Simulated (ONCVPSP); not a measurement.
mercury: ONCV pseudisation with PBE, scalar-relativistic reference atom.

ONCVPSP 4.0.1 input, shortened (lines: element, Z, core and valence counts, functional; n l f; lmax; l rc ep ncon nbas qcut; lloc lpopt rc5 dvloc0; l nproj debl; icmod fcfact rcfact), PBE, scalar-relativistic:

```
  Hg 80.00   10    3        4      upf
    1    0    2.00
    2    0    2.00
    2    1    6.00
    3    0    2.00
    3    1    6.00
    3    2   10.00
    4    0    2.00
    4    1    6.00
    4    2   10.00
    4    3   14.00
    5    0    2.00
    5    1    6.00
    5    2   10.00
    2
    0    1.15    0.00    4    8    8.20
    1    1.15    0.00    5    9    8.00
    2    1.70    0.00    4    8    8.00
    4    5    0.95    3.00
    0    2    1.60
    1    3    1.90
    2    2    1.00
    3    3.75    1.65
```

In the s channel the program set the typed energies aside and used -5.049, 0.250 Ha. In the p channel the program set the typed energies aside and used -3.153, 0.250, 2.150 Ha. In the d channel the program set the typed energies aside and used -1.058, 0.250 Ha.

Poles of the logarithmic derivatives, all-electron (AE) and pseudo (PS). s: poles at -2.5 (AE) and -2.5, 4.6 (PS) Ha. p: poles at 0.7 (AE) and 0.7 (PS) Ha. d: poles at 0.0 (AE) and 0.0 (PS) Ha. Test radii: s 1.17, p 1.17, d 1.72 bohr.

- Cutoffs needed: 150 Ha and 193 Ha (the cutoffs (Ha) at which the residual kinetic energy of the hardest occupied pseudo-wave falls to 1 and 0.1 mHa per electron)
- Ghost test: ghosts flagged at negative energy: p at -18657.7 eV; GHOST(+) flagged for s at 124.7 eV, p at 504.2 eV; a true bound ghost makes a file unfit for plane-wave use
- Largest excitation error: -113 meV (all-electron minus pseudo) for 5s2 5p5 5d10 6s2, out of 4 test configurations
- rms error of d²Exc/dni dnj: 6.93 mHa without and 3.07 mHa with the model core
